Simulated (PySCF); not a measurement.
Below is a simulated gas-phase Si 1s photoelectron spectrum of `[SiH3][SiH]([SiH3])C1CCC1`.

Every computed line was given a Gaussian of 1.0 eV full width at half maximum and an area set by the number of equivalent atoms; the highest printed point is 100. Method used: PySCF 2.14.0, delta-SCF UKS SCAN, pcX-2 on the ionised atom, pcseg-1 elsewhere, spin-free X2C.

binding energy (eV), intensity and a bar:
```
   1844.0          0 
   1844.1          0 
   1844.2          1 
   1844.3          1 
   1844.4          2 #
   1844.5          3 #
   1844.6          6 ##
   1844.7          9 ###
   1844.8         14 ####
   1844.9         21 ######
   1845.0         29 #########
   1845.1         39 ############
   1845.2         50 ###############
   1845.3         62 ##################
   1845.4         73 ######################
   1845.5         84 #########################
   1845.6         93 ############################
   1845.7         98 #############################
   1845.8        100 ##############################
   1845.9         98 #############################
   1846.0         91 ###########################
   1846.1         82 #########################
   1846.2         70 #####################
   1846.3         57 #################
   1846.4         44 #############
   1846.5         32 ##########
   1846.6         23 #######
   1846.7         15 ####
   1846.8          9 ###
   1846.9          6 ##
   1847.0          3 #
   1847.1          2 
   1847.2          1 
   1847.3          0 
   1847.4          0
```

Question: How many maxima does the curve show, and how many computed lines lie under it?

Answer: The curve has 1 maximum (at 1845.8 eV). Under it lie 2 lines from 2 inequivalent silicon sites. At this width some lines have no maximum of their own.

Question: Decompose the envelope and assign each component. Numbering: `[SiH3:1][SiH:2]([SiH3:3])[CH:4]1[CH2:5][CH2:6][CH2:7]1`.

Answer: 
| position (eV) | relative area | line | atoms | environment |
| --- | --- | --- | --- | --- |
| 1845.45 | 1 | Si 1s | Si2 | SiH silicon |
| 1845.93 | 2 | Si 1s | Si1/Si3 | SiH3 silicon |

Lowest listed Si 1s: Si2, bonded to C, H and 2 Si. Highest, 0.48 eV above it: Si1/Si3, bonded to 3 H and Si.

Shake-up satellites, vibrational structure and lifetime widths aren't simulated. The first atom of each set that the bonding makes equivalent was ionised and stands for the set. The structure is a single PBE0-D3(BJ)/def2-SVP conformer in the gas phase; no vibrational or solvent corrections.

On one thread, Arm Neoverse N1 (aarch64), shared host with 64 logical CPUs at a one-minute load of 57, this took 3.7 min and 0.69 GiB of memory at its peak.

The values belong to the conformer `[SiH3:1][SiH:2]([SiH3:3])[CH:4]1[CH2:5][CH2:6][CH2:7]1`: Si1–Si2–C4–C5 173°.
